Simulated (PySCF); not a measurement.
Give a PBE0-D3(BJ)/def2-SVP geometry of `OCCCCC(C)(C)C` (5,5-dimethylhexan-1-ol).

```xyz
27
C8H18O angstrom
C     -2.0590    1.2332   -1.1013
C     -1.9425    0.3051    0.1106
C     -2.2504   -1.1331   -0.3140
C     -2.9609    0.7391    1.1679
C     -0.5390    0.4005    0.7384
C      0.6418    0.0200   -0.1441
C      1.9786    0.1465    0.5718
C      3.1685   -0.2313   -0.2942
O      4.4011   -0.0504    0.3483
H     -1.8107    2.2724   -0.8313
H     -3.0861    1.2271   -1.4994
H     -1.3885    0.9273   -1.9188
H     -2.1451   -1.8289    0.5341
H     -1.5813   -1.4763   -1.1178
H     -3.2830   -1.2163   -0.6887
H     -2.9111    0.0905    2.0572
H     -3.9883    0.6906    0.7734
H     -2.7753    1.7741    1.4969
H     -0.3923    1.4352    1.0981
H     -0.5238   -0.2331    1.6440
H      0.5233   -1.0158   -0.5069
H      0.6587    0.6561   -1.0457
H      2.1251    1.1794    0.9318
H      1.9737   -0.4935    1.4748
H      3.1905    0.4096   -1.1910
H      3.0439   -1.2719   -0.6613
H      4.4055   -0.6021    1.1373
```

Any rigid rotation of these coordinates is as good. Atoms count from 1 in this order. Of the pairs four or more bonds apart, H14···H21 is among the closest relative to their van der Waals radii: 2.24 Å, 93 % of the sum of Bondi's values. The 7 C–C bonds span 1.519 Å (C7–C8, drawn single) to 1.540 Å (C2–C5, drawn single), a spread of 0.021 Å.

Bonds between heavy atoms (Å): C1–C2 1.531, C2–C3 1.531, C2–C4 1.531, C2–C5 1.540, C5–C6 1.522, C6–C7 1.522, C7–C8 1.519, C8–O9 1.402.

The calculation used PBE0-D3(BJ)/def2-SVP geometry optimisation, gas phase in PySCF 2.14.0.

PBE0-D3(BJ)/def2-SVP frequencies: not computed here. The numbers are those of one conformer (C2–C5–C6–C7 180°, C5–C6–C7–C8 180°, C6–C7–C8–O9 177°, C7–C8–O9–H 60°).
